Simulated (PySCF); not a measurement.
Compound: C₄H₉FO₃S.
Atom-mapped SMILES: `[CH3:1][C@@H:2]([CH2:3][CH2:4][F:5])[S:6](=[O:7])(=[O:8])[OH:9]` (hydrogens: H10, H11, H12 on C1; H13 on C2; H14, H15 on C3; H16, H17 on C4; H18 on O9)

Method: PySCF 2.14.0, PBE0-D3(BJ)/def2-SVP geometry optimisation, gas phase; density fitting, grid level 1; the optimiser is geomeTRIC in internal coordinates, started from a GFN2-xTB structure with every atom displaced at random (about 0.01 Å).

At the end of the run (lengths in Å): C1–H11 1.098, C4–H17 1.100, C2–H13 1.102, C3–H15 1.103, S6=O7 1.457, C1–C2 1.518, S6=O8 1.447, C1–C2–S6 109.3°, C2–C3–C4 114.6°, O7–S6–O8 121.4°, C3–C2–S6 108.7°, C1–C2–C3–C4 -161°, C2–C3–C4–F5 58°, C1–C2–S6–O7 173°, H18–O9–S6–C2 107°, H14–C3–C4–F5 -61°.

Question: These geometries were met on the way; a selection of coordinates is given. Order them by energy above the end point, lowest first.
A. C1–H11 1.061, C4–H17 1.067, C2–H13 1.073, C3–H15 1.081, S6=O7 1.439, C1–C2 1.501, S6=O8 1.429, C1–C2–S6 104.7°, C2–C3–C4 110.3°, O7–S6–O8 118.3°, C3–C2–S6 106.6°, C1–C2–C3–C4 -168°, C2–C3–C4–F5 68°, C1–C2–S6–O7 171°, H18–O9–S6–C2 121°, H14–C3–C4–F5 -52°
B. C1–H11 1.106, C4–H17 1.109, C2–H13 1.107, C3–H15 1.105, S6=O7 1.460, C1–C2 1.519, S6=O8 1.453, C1–C2–S6 110.4°, C2–C3–C4 114.5°, O7–S6–O8 120.8°, C3–C2–S6 109.2°, C1–C2–C3–C4 -159°, C2–C3–C4–F5 62°, C1–C2–S6–O7 171°, H18–O9–S6–C2 121°, H14–C3–C4–F5 -58°
C. C1–H11 1.098, C4–H17 1.100, C2–H13 1.101, C3–H15 1.103, S6=O7 1.458, C1–C2 1.519, S6=O8 1.448, C1–C2–S6 109.4°, C2–C3–C4 114.2°, O7–S6–O8 120.9°, C3–C2–S6 108.8°, C1–C2–C3–C4 -159°, C2–C3–C4–F5 61°, C1–C2–S6–O7 171°, H18–O9–S6–C2 119°, H14–C3–C4–F5 -58°

Answer: C (0.007 eV), B (0.022 eV), A (0.261 eV).

```
step  E above end (eV)  rms distance from the end, all atoms (Å)  largest force (eV/Å)  rms shift of all bonds from the end (Å)
   3             0.007                                     0.052                 0.050                                    0.001
   1             0.022                                     0.065                 0.597                                    0.004
   0             0.261                                     0.111                 2.554                                    0.019
```

Rows stand in the order of the answer.
